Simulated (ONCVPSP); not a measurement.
**An all-electron radial function and its pseudo partner (fluorine)**

Columns: radius, all-electron u(r) and pseudo u(r) of the 2p shell (level -11.34 eV) of fluorine in the configuration [He] 2s1.5 2p5.5; PBE, non-relativistic, ONCV scheme, ONCVPSP 4.0.1.

```csv
r (bohr),all-electron,pseudo
0.080,0.0963,0.0303
0.160,0.2787,0.1168
0.240,0.4634,0.2474
0.320,0.6191,0.4046
0.400,0.7382,0.5683
0.480,0.8220,0.7197
0.560,0.8743,0.8436
0.640,0.9007,0.9305
0.720,0.9067,0.9776
0.800,0.8974,0.9878
0.880,0.8770,0.9678
0.960,0.8489,0.9268
1.040,0.8156,0.8742
1.120,0.7791,0.8176
1.200,0.7409,0.7626
1.280,0.7019,0.7121
1.360,0.6631,0.6667
1.440,0.6250,0.6258
1.520,0.5879,0.5880
1.600,0.5522,0.5522
1.680,0.5179,0.5179
1.760,0.4852,0.4852
1.840,0.4542,0.4542
1.920,0.4249,0.4249
2.000,0.3972,0.3972
2.080,0.3711,0.3711
```

Task: How many radial nodes do the two functions have?

Result: The all-electron 2p function has n − l − 1 = 0; the pseudo-wave has 0.

Task: At about which radius was the pseudo-wave matched?

Result: 1.60 bohr, where the columns begin to agree (steps of 0.08 bohr).

Task: Where does each function peak?

Result: Outermost all-electron maximum near 0.72 bohr, pseudo maximum near 0.80 bohr (to the table’s step).

Task: Is the pseudo-wave norm-conserving?

Result: Yes: the ONCV scheme keeps the norm inside the radius equal to the all-electron one, which fixes the energy derivative of the logarithmic derivative at the level.
